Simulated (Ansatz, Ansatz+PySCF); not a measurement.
```csv
atom,x (Å),y (Å),z (Å)
C,-0.0403,-0.3922,-0.3729
C,0.0459,-0.4407,1.1378
O,-0.0473,0.9122,-0.7930
H,-0.8666,-1.0062,-0.7298
H,0.8754,-0.9214,-0.7564
H,-0.0020,-1.4181,1.5487
H,0.9242,0.0589,1.5194
H,-0.8426,0.0703,1.5351
H,-0.0440,0.9291,-1.7657
```

Basis set: def2-SVP (spherical functions). Frozen core: 3 orbitals. Charge 0, multiplicity 1.

Computed with Ansatz (development build ahead of 0.2.0); each method stands on the lowest determinant of its kind that the runs found. Restricted open shells among the atoms or ions are ROHF, correlated in semicanonical orbitals with singles. Restricted functionals stand beside restricted open-shell atoms, which can lie above the unrestricted atoms usual in DFT and then raise those values.

Question: Give the atomization energy at this shape (free ground-state atoms in the same class of orbitals less the molecule, no zero-point energy) of singlet C2H6O by ωB97X (restricted), ωB97X (unrestricted), r²SCAN (unrestricted), r²SCAN (restricted), PBE0 (restricted), PBE0 (unrestricted), PBE (unrestricted), PBE (restricted), RHF-CCSD(T), RHF-MP2, RHF, UHF.

Answer:

| method | atomization energy |
| --- | --- |
| ωB97X (restricted) | 35.22 eV |
| ωB97X (unrestricted) | 35.00 eV |
| r²SCAN (unrestricted) | 35.06 eV |
| r²SCAN (restricted) | 35.30 eV |
| PBE0 (restricted) | 35.24 eV |
| PBE0 (unrestricted) | 35.09 eV |
| PBE (unrestricted) | 35.59 eV |
| PBE (restricted) | 35.70 eV |
| RHF-CCSD(T) | 33.40 eV |
| RHF-MP2 | 33.59 eV |
| RHF | 26.38 eV |
| UHF | 26.02 eV |
